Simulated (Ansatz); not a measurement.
Harmonic frequencies (cm⁻¹) at PBE0-D4/def2-TZVP from Ansatz: 199, 258, 376, 475, 627, 638, 713, 799, 869, 889, 938, 1052, 1098, 1138, 1232, 1280, 1438, 1473, 1487, 1593, 3263, 3283, 3290, 3698.

Q: Which molecule is it?
A. `Oc1ccsc1`
B. `c1cnccn1`
C. `O=C1OCCO1`
D. `Brc1ccc[nH]1`

A: D.
